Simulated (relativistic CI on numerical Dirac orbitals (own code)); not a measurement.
# Hyperfine structure of Mo XVIII, mass number 95

Computed by Dirac-Coulomb-Breit CI, KLI orbitals optimised for each configuration, QED by a radiative potential, unscaled Slater integrals (own radial code, finite nucleus).

CI space (outside the closed core [Ne]): 3s2 3p6 3d7, 3s2 3p5 3d8, 3s2 3p4 3d9, 3s 3p6 3d8, 3p6 3d9, 3s2 3p6 3d6 4s, 3s 3p5 3d9, 3s2 3p6 3d6 4p, 3s2 3p6 3d6 4d, 3s2 3p6 3d5 4s2, 3s2 3p6 3d6 4f, 3s2 3p5 3d7 4s, 3s2 3p4 3d8 4s, 3s2 3p6 3d5 4s 4p, 3s2 3p6 3d6 5s, 3s2 3p5 3d7 4p. Levels of other configurations are missing.

Nuclear spin I = 5/2, μ = -0.9132 μN, Q = -0.022 b (tables of Stone and Pyykkö). The electronic factors are computed for point nuclear moments, without core polarisation or the Bohr-Weisskopf and QED corrections.

```
             Level  E (cm⁻¹)  A (MHz)  B (MHz)
3s2 3p6 3d7 4F_9/2       0.0    -1509    -82.8
3s2 3p6 3d7 4F_7/2   21629.2    -1663      -63
3s2 3p6 3d7 4F_5/2   31122.0    -1903    -60.4
3s2 3p6 3d7 4F_3/2   36084.4    -2845    -20.1
3s2 3p6 3d7 4P_5/2   62033.3   -858.4      129
3s2 3p6 3d7 2G_9/2   64956.2    -1951     76.4
3s2 3p6 3d7 4P_1/2   71705.7     1152         
3s2 3p6 3d7 2G_7/2   83527.7    -2618     54.1
```

Levels with J = 0, under 50 % of one LS term, or S terms without an open s electron are left out. Small factors come from cancelling terms and can be off by tens of per cent or more.

At this charge energies of transitions that change n are usually good to better than 1 %, and those within a shell (Δn = 0) to a few per cent. Terms inside the open d or f shell come out 10 to 20 % too wide with unscaled integrals.

(1) Give the hyperfine levels of 3s2 3p6 3d7 4F_9/2 relative to its centre of gravity.

Answers

(1) With K = F(F + 1) − I(I + 1) − J(J + 1), E = AK/2 + B[¾K(K + 1) − I(I + 1)J(J + 1)]/[2I(2I − 1)J(2J − 1)]: F = 2: 20710, F = 3: 16210, F = 4: 10190, F = 5: 2664, F = 6: -6394, F = 7: -16990 MHz.

LS names give the leading component of a level, which can be under half, so a name can repeat, a term be missing and a line seem to break the LS rules.
